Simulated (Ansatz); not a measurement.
`C[SiH](O)C=O` → `C[SiH2]C(=O)O`  (isomerisation)

Computed with Ansatz on PBE0-D4/def2-TZVP structures; ΔE is electronic, products minus reactants. CCSD(T)/CBS is the MP2 limit (def2-TZVPP, def2-QZVPP) plus CCSD(T) − MP2 in def2-TZVPP, frozen cores. DFT in def2-TZVPP. Each species was taken in one conformer, which may not be the lowest.

`C[SiH](O)C=O`:

```xyz
11

C     0.620    0.439    1.417
Si   -0.255   -0.528    0.094
O     0.737   -1.597   -0.654
C    -0.841    0.609   -1.345
O    -0.441    0.365   -2.461
H     1.466    0.994    1.007
H     0.998   -0.236    2.189
H    -0.062    1.146    1.896
H    -1.455   -1.200    0.665
H     0.760   -1.467   -1.610
H    -1.528    1.476   -1.198
```

`C[SiH2]C(=O)O`:

```xyz
11

C     1.306   -1.065    0.491
Si    0.581    0.532   -0.124
C    -1.328    0.302   -0.235
O    -1.901   -0.718    0.048
O    -1.983    1.397   -0.663
H     1.059   -1.881   -0.192
H     0.898   -1.314    1.472
H     2.392   -0.996    0.573
H     0.840    1.670    0.796
H     1.064    0.895   -1.482
H    -2.928    1.176   -0.683
```

```tsv
species	CAM-B3LYP energy (Eh)
`C[SiH](O)C=O`	-519.82503
`C[SiH2]C(=O)O`	-519.80599
```

**Question.** Work out ΔE.

**Answer.** ΔE = (-519.80599) − (-519.82503) = 0.01904 Eh = +50.0 kJ/mol. CCSD(T)/CBS gives +58.9 kJ/mol.

Largest T1 diagnostic among the species: 0.015.

From BLYP to BHLYP (50 % exact exchange), in def2-TZVPP and without D4, ΔE moves by +11.2 kJ/mol. At CCSD(T), def2-SVP lies −32.8 kJ/mol from the extrapolated value and def2-TZVPP −3.8 kJ/mol. Leaving LDA and LC-ωPBE aside and taking each functional with its dispersion term where it has one, the values, not all of them listed here, spread over 20.5 kJ/mol, from PBE-D4 to BHLYP-D4. LDA lies −6.9 kJ/mol from PBE without D4.
